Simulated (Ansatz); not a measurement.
C2H5BClF (`CB(F)CCl`), charge 0, multiplicity 1.

**Question.** Give a relaxed structure at PBE0-D4/def2-TZVP (the Gaussian-basis code of Ansatz). (An estimate is asked.)

**Answer.** The calculation gave: 
```xyz
10

C     1.274   -0.577   -0.065
B    -0.158   -0.299    0.478
F    -0.519   -0.805    1.655
C    -1.240    0.561   -0.283
Cl   -0.776    2.234    0.190
H     1.241   -1.509   -0.647
H     2.004   -0.728    0.732
H     1.627    0.204   -0.741
H    -2.265    0.405    0.051
H    -1.187    0.514   -1.370
```
This is one stationary point; other conformers may exist.
